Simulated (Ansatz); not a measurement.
C2H6Sn, SMILES `C=[CH][SnH3]`. The species carries charge 0 and has multiplicity 1. Sn takes the def2 core potential.

```xyz
9

C    -0.438   -0.029   -1.600
C     0.264   -0.550   -0.601
Sn    0.207    0.236    1.372
H    -1.086    0.834   -1.467
H    -0.399   -0.441   -2.605
H     0.894   -1.414   -0.799
H    -0.342   -0.948    2.474
H    -0.864    1.566    1.365
H     1.763    0.746    1.860
```

What are the harmonic wavenumbers in cm⁻¹ at PBE0-D4/def2-TZVP (Ansatz, finite differences of forces, unscaled)? (Estimate.)

Ansatz gave: 101, 225, 365, 449, 559, 563, 692, 721, 731, 993, 1009, 1042, 1275, 1437, 1665, 1937, 1941, 1945, 3122, 3152, 3203.

Is this a minimum?

Yes, all 21 modes are real.

Give the ideal-gas thermochemistry at 298.15 K and 1 bar (rigid rotor, harmonic oscillator; point group Cs, symmetry number 1).

Zero-point energy 162.3 kJ/mol; H(298) − E = 179.2 kJ/mol; entropy 314.0 J/(mol·K), of which translation 171.2, rotation 103.0, vibration 39.7; G(298) − E = 85.6 kJ/mol.

And at 400, 500, 600, 800 and 1000 K?


```
T (K)  H − E (kJ/mol)  S (J/mol/K)  G − E (kJ/mol)
  400           188.9        341.9            52.2
  500           200.1        366.8            16.7
  600           212.6        389.5           -21.1
  800           240.6        429.7          -103.1
 1000           271.8        464.4          -192.6
```

Rotational constants (cm⁻¹)?

0.9795, 0.1023, 0.09676.
